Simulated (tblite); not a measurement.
Q: Give a GFN2-xTB geometry of InChI=1S/C4H7ClNSi/c1-4(2-5)7-3-6/h2-3H,7H2,1H3/b4-2+. (Doublet state.)

A: 
Z-matrix in Å and degrees, rows numbered from 1:
```
C 
C   1  1.4926
C   2  1.3303  1  123.74
Cl  3  1.7252  2  124.23  1    -1.69
Si  2  1.8797  1  116.03  3   177.35
C   5  1.9685  2  104.78  1   -49.99
N   6  1.2074  5  122.69  2    30.56
H   1  1.0866  2  111.65  3   -10.50
H   1  1.0946  2  108.76  3  -131.60
H   1  1.0893  2  110.23  3   110.75
H   3  1.0786  2  123.35  1   179.01
H   5  1.4647  2  112.97  1    63.48
H   5  1.4637  2  113.63  1  -167.00
H   6  1.0921  5  111.07  2  -151.05
```

C6 (carbon bonded to N, Si and H) is planar (angles 126.2°, 122.7° and 111.1°, sum 360.0°, 0.01 Å off the plane of its three neighbours). Of the pairs four or more bonds apart, N7···H9 is among the closest relative to their van der Waals radii: 2.14 Å, 78 % of the sum of Bondi's values. The C–Si distances run from 1.880 Å (C2–Si5, drawn single) to 1.969 Å (Si5–C6, drawn single), a spread of 0.089 Å. C3 (carbon bonded to C, Cl and H) is planar (angles 124.2°, 123.3° and 112.4°, sum 360.0°, 0.00 Å off the plane of its three neighbours).

The geometry is computed with GFN2-xTB (gas phase). This method treats the open shell by occupation alone, without spin polarisation.

Point group: C1 (no symmetry element, even within 0.4 Å). Its GFN2-xTB frequencies are all real (lowest 47 cm⁻¹). Torsions: C1–C2–Si5–C6 -50°, C2–Si5–C6–N7 31°.

Hardware: one thread, Arm Neoverse V1 (aarch64), no GPU (shared host). Cost: 1.1 s. These figures are those of the optimisation.

One conformer stands for the species.
